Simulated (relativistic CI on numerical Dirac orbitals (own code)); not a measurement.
# Slater and spin-orbit integrals, Xe14+

These numbers are calculated, not measured: Dirac-Coulomb-Breit CI, KLI orbitals optimised for each configuration, model QED (radiative potential, 1s self-energy scaled to tabulated hydrogen-like ionisation energies), unscaled Slater integrals (own radial code, finite nucleus).

Slater integrals F^k, G^k are unscaled and averaged over j, outside the closed core [Ar] 3d10; ζ comes from projecting the Hamiltonian with its Breit term on Σ l·s of the shell.

- 4s2 4p6 4d4: F^2(4d,4d) = 133030, F^4(4d,4d) = 89927, ζ(4d) = 8097.2 cm⁻¹; <r>(4d) = 0.7641, <r^2>(4d) = 0.6676 (bohr units).
- 4s2 4p5 4d5: ζ(4p) = 75391, F^2(4d,4d) = 133090, F^4(4d,4d) = 89968, F^2(4p,4d) = 137940, G^1(4p,4d) = 174710, G^3(4p,4d) = 110320, ζ(4d) = 8081 cm⁻¹; <r>(4p) = 0.7158, <r^2>(4p) = 0.579, <r>(4d) = 0.7636, <r^2>(4d) = 0.6667 (bohr units).
- 4s2 4p6 4d3 4f: F^2(4d,4d) = 133090, F^4(4d,4d) = 89963, ζ(4d) = 8136, F^2(4d,4f) = 126540, F^4(4d,4f) = 82939, G^1(4d,4f) = 147300, G^3(4d,4f) = 95768, G^5(4d,4f) = 68728, ζ(4f) = 576.38 cm⁻¹; <r>(4d) = 0.7637, <r^2>(4d) = 0.6669, <r>(4f) = 0.8226, <r^2>(4f) = 0.7813 (bohr units).

**Question.** Give the Racah parameters of the d shell in 4s2 4p6 4d4.

**Answer.** B = F²/49 − 5F⁴/441 = 1695 cm⁻¹ and C = 35F⁴/441 = 7137 cm⁻¹.

Averages of the first 10 configurations, taken without configuration mixing, which lowers the lowest level and can move excited configurations by several eV; other configurations of the list can lie among them:

```json
{"Configuration": "4s2 4p6 4d4", "Parity": "even", "States": "210", "Average energy above the lowest level (eV)": "9.7"}
{"Configuration": "4s2 4p5 4d5", "Parity": "odd", "States": "1512", "Average energy above the lowest level (eV)": "103.3"}
{"Configuration": "4s2 4p6 4d3 4f", "Parity": "odd", "States": "1680", "Average energy above the lowest level (eV)": "109.3"}
{"Configuration": "4s 4p6 4d5", "Parity": "even", "States": "504", "Average energy above the lowest level (eV)": "169.6"}
{"Configuration": "4s2 4p6 4d3 5s", "Parity": "even", "States": "240", "Average energy above the lowest level (eV)": "113.4"}
{"Configuration": "4s2 4p6 4d3 5p", "Parity": "odd", "States": "720", "Average energy above the lowest level (eV)": "136.2"}
{"Configuration": "4s 4p6 4d4 4f", "Parity": "odd", "States": "5880", "Average energy above the lowest level (eV)": "268.2"}
{"Configuration": "4s2 4p6 4d2 4f 5s", "Parity": "odd", "States": "1260", "Average energy above the lowest level (eV)": "214.1"}
{"Configuration": "4s2 4p6 4d3 5d", "Parity": "even", "States": "1200", "Average energy above the lowest level (eV)": "170.8"}
{"Configuration": "4s2 4p6 4d2 5s 5p", "Parity": "odd", "States": "540", "Average energy above the lowest level (eV)": "243.6"}
```
